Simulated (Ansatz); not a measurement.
Wavefunction ladder for C2H6BFO (`COB(C)F`)

Z-matrix (Å, degrees):
```
C
O 1 1.408
H 1 1.093 2 112.4
H 1 1.092 2 109.0 3 120.9
H 1 1.092 2 108.9 3 -120.8
B 2 1.348 1 123.8 3 -1.7
F 6 1.335 2 114.4 1 -180.0
C 6 1.569 2 126.0 1 0.1
H 8 1.090 6 111.3 2 -179.3
H 8 1.094 6 111.5 2 -58.6
H 8 1.094 6 111.4 2 60.1
```

The species carries charge 0 and has multiplicity 1. All single points use the PBE0-D4/def2-TZVP geometry. It is one conformer, not always the lowest. Frozen core, restricted reference, the Gaussian-basis code of Ansatz. CBS rows extrapolate triple and quadruple zeta; past MP2 they add the triple-zeta difference.

```json
{"basis": "def2-SVP", "HF (Eh)": "-278.12218", "MP2 corr.": "-0.73469"}
{"basis": "def2-TZVPP", "HF (Eh)": "-278.45393", "MP2 corr.": "-0.93120"}
{"basis": "def2-QZVPP", "HF (Eh)": "-278.46702", "MP2 corr.": "-1.00329"}
```

**Question.** Estimate the CCSD correlation energy and the (T) correction in each basis where they were run (hartree).

**Answer.** 
```tsv
basis	CCSD corr.	(T)
def2-SVP	-0.77808	-0.01846
def2-TZVPP	-0.96460	-0.03345
CBS(def2)	-1.09009	as TZ
```
